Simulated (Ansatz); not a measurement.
Frontier orbitals of HKS, SMILES `[SH][K]`.

```xyz
3

S     0.3081    0.3989   -0.8639
K    -0.0869   -1.7448    0.9339
H    -0.2212    1.3459   -0.0700
```

Charge 0, multiplicity 1. Correlated methods include outer-core shells of K, which these sets cover unevenly. Scalar relativity is left out up to krypton. All single points use the PBE0-D4/def2-TZVP geometry. Basis def2-TZVPP, Ansatz 0.2.0.

```json
{"functional": "PBE", "HOMO (eV)": "-3.67", "LUMO (eV)": "-1.87", "gap (eV)": "1.80"}
{"functional": "r2SCAN", "HOMO (eV)": "-3.77", "LUMO (eV)": "-1.18", "gap (eV)": "2.59"}
{"functional": "B97M-V", "HOMO (eV)": "-3.82", "LUMO (eV)": "-1.71", "gap (eV)": "2.11"}
{"functional": "PBE0", "HOMO (eV)": "-4.70", "LUMO (eV)": "-1.36", "gap (eV)": "3.34"}
{"functional": "B3LYP", "HOMO (eV)": "-4.50", "LUMO (eV)": "-1.63", "gap (eV)": "2.87"}
{"functional": "BHLYP", "HOMO (eV)": "-5.65", "LUMO (eV)": "-1.09", "gap (eV)": "4.56"}
{"functional": "CAM-B3LYP", "HOMO (eV)": "-5.96", "LUMO (eV)": "-0.94", "gap (eV)": "5.02"}
{"functional": "ωB97M-V", "HOMO (eV)": "-6.83", "LUMO (eV)": "-0.77", "gap (eV)": "6.06"}
```

(1) What is the vertical ionisation energy at frozen-core CCSD(T)/def2-TZVPP? (Estimate.)

Results:

(1) Ansatz gave: 6.85 eV (T1 of the cation 0.008).

From PBE to PBE0 the HOMO moves by −1.03 eV and the LUMO by +0.51 eV, and with ωB97M-V by −3.16 and +1.10 eV, so the gap grows from 1.80 to 6.06 eV with exact exchange. −ε(HOMO) differs from that ionisation energy by −3.18 eV with PBE and −0.02 eV with ωB97M-V.

B3LYP here is the variant with VWN-RPA as its local correlation; programs differ in this.
